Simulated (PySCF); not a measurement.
## SMILES NC1CCOCC1, C$_{5}$H$_{11}$NO

Geometry:
```tsv
atom	x (Å)	y (Å)	z (Å)
N1	2.092	-0.542	0.769
C2	0.703	-0.154	0.596
C3	-0.075	-1.299	-0.055
C4	-1.537	-0.892	-0.242
O5	-1.663	0.277	-1.018
C6	-1.003	1.371	-0.428
C7	0.495	1.112	-0.254
H8	2.516	-0.735	-0.133
H9	2.619	0.209	1.203
H10	0.298	0.026	1.601
H11	0.363	-1.520	-1.031
H12	-0.009	-2.194	0.564
H13	-2.090	-1.665	-0.779
H14	-2.004	-0.738	0.745
H15	-1.178	2.218	-1.094
H16	-1.449	1.592	0.556
H17	0.951	0.965	-1.236
H18	0.962	1.977	0.222
```

Theory: GIAO BLYP/6-31G magnetisability, rotational g tensor and spin-rotation constants, non-relativistic, gas phase (PySCF). Geometry: GFN2-xTB.

(1) How diamagnetic is it, and how anisotropic?

(2) Split it along the inertial axes a, b, c into diamagnetic and paramagnetic parts about the centre of mass, with the quadrupole moment.

(3) And the rotational g tensor?

Answers

(1) Isotropic -1169 × 10⁻³⁰ J/T², or -70.4 × 10⁻⁶ cm³/mol; principal values -1218, -1175, -1114 × 10⁻³⁰ J/T², anisotropy 90 × 10⁻³⁰ J/T² (root of half the summed squared differences of the principal values). The susceptibility is in cgs units.

(2) 
```
axis  χ (10⁻⁶ cm³/mol)  diamagnetic (10⁻⁶ cm³/mol)  paramagnetic (10⁻⁶ cm³/mol)  summed x² of all electrons (Å²)  quadrupole Θ (D Å)
   a             -73.3                      -376.9                        303.6                            128.6               -8.02
   b             -70.8                      -636.2                        565.4                             67.5               +5.19
   c             -67.1                      -832.2                        765.1                             21.3               +2.83
```
Anisotropies 2χaa − χbb − χcc = -8.7 and 2χbb − χaa − χcc = -1.2 × 10⁻⁶ cm³/mol. Θ is traceless in Buckingham's convention.

(3) 
```
axis  rotational constant (GHz)        g  nuclear part  electronic part
   a                     4.6532  -0.0033        0.6605          -0.6637
   b                     2.2511  -0.0125        0.5855          -0.5980
   c                     1.6637  -0.0110        0.5870          -0.5980
```
Asymmetric top; isotopes 12C, 1H, 14N, 16O; no vibrational averaging.
